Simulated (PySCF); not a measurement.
Deuteron quadrupole couplings in `CN[Si](N)(N)[N-][SiH3]`

CH₁₁N₄Si₂ (charge -1).
Z-matrix (Å and degrees, GFN2-xTB geometry), rows numbered from 1:
```
C 
N   1  1.4340
Si  2  1.7644  1  114.15
N   3  1.7663  2  102.14  1   172.16
N   3  1.7705  2  101.65  1    67.57
N   3  1.6816  2  118.96  1   -62.60
Si  6  1.6644  3  137.00  2    41.40
H   1  1.0976  2  110.98  3  -177.65
H   1  1.0889  2  107.76  3   -58.75
H   1  1.1016  2  113.29  3    60.11
H   2  1.0121  1  109.51  3  -124.97
H   4  1.0090  3  109.88  2   178.16
H   4  1.0092  3  111.35  2    60.48
H   5  1.0098  3  110.86  2   -93.77
H   5  1.0094  3  111.69  2   146.91
H   7  1.4900  6  108.63  3   167.78
H   7  1.5045  6  118.94  3    48.52
H   7  1.5048  6  117.58  3   -74.25
```

Level: PBE0/pcSseg-1 (PySCF, non-relativistic); Q(2H) = 0.00286 b; rigid geometry, the same for H and D, with no vibrational averaging.

Question: Rank these positions by the coupling χzz of a deuteron there, largest first.
A. H9 (methyl hydrogen)
B. H10 (methyl hydrogen)
C. H8 (methyl hydrogen)
D. H17 (Si–H hydrogen)
E. H14 (N–H hydrogen)
F. H11 (N–H hydrogen)

Answer: E (288 kHz), F (282 kHz), A (209 kHz), C (203 kHz), B (191 kHz), D (95 kHz).

Give the electric field gradient Vzz (the principal value of largest size), its asymmetry and the 2H coupling at each hydrogen.

```tsv
atom	bonded to	bond length (Å)	Vzz (au)	η	χzz (kHz)
H8	C1	1.098	0.3020	0.04	203
H9	C1	1.089	0.3104	0.05	209
H10	C1	1.102	0.2848	0.04	191
H11	N2	1.012	0.4202	0.17	282
H12	N4	1.009	0.4321	0.16	290
H13	N4	1.009	0.4338	0.15	292
H14	N5	1.010	0.4282	0.16	288
H15	N5	1.009	0.4338	0.14	292
H16	Si7	1.490	0.1522	0.01	102
H17	Si7	1.505	0.1412	0.01	95
H18	Si7	1.505	0.1411	0.01	95
```

Average by the element that carries the hydrogen.

on C: 201 kHz over 3 positions, mean bond length 1.096 Å; on N: 289 kHz over 5 positions, mean bond length 1.010 Å; on Si: 97 kHz over 3 positions, mean bond length 1.500 Å.

A static deuteron (I = 1) shows a doublet split by (3/2)χ, (3/4)χ(1 + η) and (3/4)χ(1 − η) with the field along z, y and x of the gradient. What are these for H12?

With |χ| = 290.4 kHz and η = 0.157: 436, 252 and 184 kHz, to first order and without motion.

The structure is a single GFN2-xTB conformer in the gas phase; no vibrational or solvent corrections. The pcSseg-1 basis has no diffuse functions, a weakness for an anion. GFN2-xTB bond lengths can be off by several hundredths of an ångström, more for odd bonds, and the gradients follow them. The small basis limits the accuracy of the gradients.

These values come from a run that also computed NMR shieldings. On an Intel Xeon with one thread, shared host with 64 logical CPUs at a one-minute load of 64, this took 37 s wall and 0.84 GiB of memory at its peak.
